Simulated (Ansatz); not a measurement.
Telling isomers of CH3F3SSi apart by their spectra

These gas-phase data were calculated for one isomer of CH3F3SSi at PBE0-D4/def2-SVP (harmonic, unscaled wavenumbers; equilibrium rotational constants with average atomic masses):

| Property | Result |
| --- | --- |
| rotational constants | 3.764, 1.371, 1.365 GHz |
| all wavenumbers above 1500 cm⁻¹ | 3157, 3089, 2714 |

Candidates:

(1) `FCS[SiH](F)F`, a singlet
(2) `CS[Si](F)(F)F`, a singlet
(3) `F[Si](F)(F)CS`, a singlet

Problem. Which candidate do the data belong to?

Solution. Candidate (3). The band at 2714 cm⁻¹ lies where the S–H stretch is expected; (1), (2) have no mode between 2500 and 2800 cm⁻¹.

The same quantities for all candidates:

```tsv
	rotational constants (GHz)	wavenumbers above 1500 cm⁻¹	E above the lowest, PBE0-D4/def2-SVP (kcal/mol)
(1)	3.035, 1.648, 1.518	3175, 3093, 2333	49.9
(2)	3.258, 1.736, 1.58	3205, 3202, 3081	0.0
(3)	3.764, 1.371, 1.365	3157, 3089, 2714	12.0
```

Harmonic stretches to hydrogen usually lie a few per cent above observed fundamentals. Each candidate is one conformer. Programs: Ansatz 0.2.0.
